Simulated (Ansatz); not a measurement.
`O=COC[SiH3]` → `O=CC[SiH2]O`  (isomerisation)

Program: Ansatz. Geometries: PBE0-D4/def2-TZVP. ΔE: electronic, gas phase. CCSD(T)/CBS adds triple-zeta CCSD(T) − MP2 to the extrapolated MP2 energy (def2 sets, frozen cores). Functionals use def2-TZVPP. One conformer a species, not always the lowest.

CCSD(T)/CBS gives -38.2 kcal/mol.

Another level gave -32.9 kcal/mol. Which?
A. PBE-D4/def2-TZVPP
B. r2SCAN-D4/def2-TZVPP
C. MP2/def2-TZVPP
D. ωB97M-V/def2-TZVPP

A. PBE-D4 -32.9, r2SCAN-D4 -35.6, ωB97M-V -36.7, MP2/def2-TZVPP -39.0 kcal/mol.

Largest T1 diagnostic among the species: 0.015.

From PBE to PBE0 (25 % exact exchange), in def2-TZVPP and without D4, ΔE moves by −2.2 kcal/mol.
